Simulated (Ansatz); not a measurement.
A CCSD(T) single point on `B[C@H]1[SiH2][C@@H]1Br`.

```yaml
crystal:
  periodic: [false, false, false]
  atoms:
    - {symbol: B, position_ang: [-0.716625, 0.441444, 1.358813]}
    - {symbol: C, position_ang: [-0.795703, -0.084139, -0.042558]}
    - {symbol: Si, position_ang: [0.974041, 0.566265, -0.466552]}
    - {symbol: C, position_ang: [0.177994, -1.100618, -0.587800]}
    - {symbol: Br, position_ang: [-0.230243, -1.861186, -2.297792]}
    - {symbol: H, position_ang: [0.055984, -0.037382, 2.143365]}
    - {symbol: H, position_ang: [-1.401268, 1.368024, 1.678391]}
    - {symbol: H, position_ang: [-1.517709, 0.308451, -0.755721]}
    - {symbol: H, position_ang: [1.043580, 1.392096, -1.683767]}
    - {symbol: H, position_ang: [1.983352, 0.827082, 0.573551]}
    - {symbol: H, position_ang: [0.491696, -1.876938, 0.100669]}
basis:
  gaussian: {orbitals: def2-TZVPP}
correlation: {method: ccsd_t}
```

```sh
$ ansatz run in.yaml --threads 4 --pin off --events-out ev --progress --plain --max-ram 10444MiB
```

The program prints (abridged):

```
Functional definition: HF
1596 factors; integrals over basis functions are off by at most 1.2e-3 eV
mean field evaluation 1: about -80684.8046 eV, gradient 3.2e1 eV
mean field evaluation 2: about -80685.1104 eV, gradient 3.2e1 eV
mean field evaluation 4: about -80688.4009 eV, gradient 4.7e0 eV
mean field evaluation 8: about -80688.4849 eV, gradient 3.5e-1 eV
mean field -80688.48554139 eV, -2965.2471510263 hartree, gradient 6.0e-6 eV, S^2 0.000000; 0 other end points of the search recorded, 0 dependent functions left out
17 core orbitals not correlated: weight in the atoms' cores, before any rotation towards them, 1.000 or more for the frozen orbitals, at most 0.000 for the correlated occupied ones
reference -80688.48554139 eV, -2965.2471510263 hartree; 19, 19 occupied and 231, 231 virtual orbitals, 1596 factors
second order -22.92490150 eV of doubles, -0.00000000 eV of singles
cycle   1  -23.34934294 eV  change   -4.2e-1 eV  update   1.1e-1
cycle   2  -23.98379906 eV  change   -6.3e-1 eV  update   3.1e-2
cycle   3  -24.08056127 eV  change   -9.7e-2 eV  update   1.4e-2
cycle   4  -24.06860529 eV  change    1.2e-2 eV  update   3.7e-3
cycle   5  -24.06908390 eV  change   -4.8e-4 eV  update   1.9e-3
cycle   6  -24.06915218 eV  change   -6.8e-5 eV  update   6.1e-4
cycle   7  -24.06885091 eV  change    3.0e-4 eV  update   2.5e-4
cycle   8  -24.06887775 eV  change   -2.7e-5 eV  update   8.2e-5
cycle   9  -24.06890929 eV  change   -3.2e-5 eV  update   3.1e-5
perturbative correction -1.03999747 eV, -0.0382192021 hartree
Total energy: -80713.59444815 eV, -2966.1698863302 hartree
```

Run time 4.7 min (4 threads of an Arm Neoverse V2 on a shared host); peak host memory 6.7 GiB.

The correlation energy is -25.109 eV, 4.1 % of it from (T); the T1 diagnostic reads 0.0103.
